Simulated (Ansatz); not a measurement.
Ansatz (a quantum-chemistry and plane-wave program) input (HF/aug-cc-pVTZ):

Ansatz 0.2 input:
```yaml
crystal:
  periodic: [false, false, false]
  atoms:
    - {symbol: N, position_ang: [-1.11030711, 0.16665959, -0.15104767]}
    - {symbol: C, position_ang: [0.45712151, 0.32590879, -0.04544197]}
    - {symbol: O, position_ang: [1.08125206, -0.60514346, 0.26790685]}
    - {symbol: H, position_ang: [-1.35273715, -0.80107113, 0.08990419]}
    - {symbol: H, position_ang: [-1.59255276, 0.80418571, 0.49305279]}
    - {symbol: H, position_ang: [0.76560723, 1.34681413, -0.29461894]}
    - {symbol: H, position_ang: [-1.44091304, 0.36914904, -1.10160728]}
basis:
  gaussian:
    orbitals: aug-cc-pVTZ
hamiltonian:
  xc: hf
total_charge: 1
magnetization: {spin_polarized: true, initial_magnetization: 2}
```

End of the output:

```
integrals: 0.10 GiB planned
1036 factors; their error is unknown
mean field: 0.92 GiB planned
mean field evaluation 1: about -4597.2611 eV, gradient 3.4e1 eV
mean field evaluation 2: about -4601.4619 eV, gradient 2.1e1 eV
mean field evaluation 4: about -4603.3032 eV, gradient 2.8e0 eV
mean field evaluation 8: about -4603.4804 eV, gradient 1.8e-1 eV
mean field evaluation 16: about -4597.2867 eV, gradient 3.4e1 eV
mean field evaluation 32: about -4602.1861 eV, gradient 1.1e0 eV
mean field evaluation 64: about -4603.4812 eV, gradient 6.8e-2 eV
mean field -4603.49981963 eV, -169.1754980070 hartree, gradient 4.0e-5 eV, S^2 2.020731; 0 other end points of the search recorded, 0 dependent functions left out
reference -4603.49981963 eV, -169.1754980070 hartree; 13, 11 occupied and 217, 219 virtual orbitals, 1036 factors
Total energy: -4603.49981963 eV, -169.1754980070 hartree
```

This state (charge 1, triplet) is run at the relaxed geometry of the species with charge 1 and multiplicity 1, and is a spin state other than that species' own.
